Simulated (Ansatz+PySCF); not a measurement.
The numbers below are computed, except where a source is named.
**Several solutions for sextet FeF**

```yaml
atoms:
  - { symbol: Fe, position_ang: [0.0000, 0.0000, 0.0000] }
  - { symbol: F, position_ang: [0.0000, 0.0000, 1.8512] }
```

Basis set: def2-SVP (spherical functions). Charge 0, multiplicity 6.

ROHF was run from several starts with Ansatz (development build ahead of 0.2.0) and PySCF 2.14.0.

```json
{"run": "A", "program": "PySCF", "start": "program defaults", "converged": "yes", "energy (hartree)": "-1361.64505", "<S²>": "8.75"}
{"run": "B", "program": "Ansatz", "start": "stability test followed", "converged": "yes", "energy (hartree)": "-1361.66215", "<S²>": "8.75"}
{"run": "C", "program": "Ansatz", "start": "search for the lowest state", "converged": "yes", "energy (hartree)": "-1361.66215", "<S²>": "8.75"}
{"run": "D", "program": "Ansatz", "start": "atomic start, no search", "converged": "yes", "energy (hartree)": "-1361.66215", "<S²>": "8.75"}
```

Which runs reached the lowest solution of this kind, and what is wrong with the others?

B, C, D reached the lowest solution found. Converged but too high: A by 0.47 eV. Convergence only shows a stationary point, and even a stable one can lie too high; stability tests and further starts are what find lower ones. Caution: other spin multiplicities were not run.
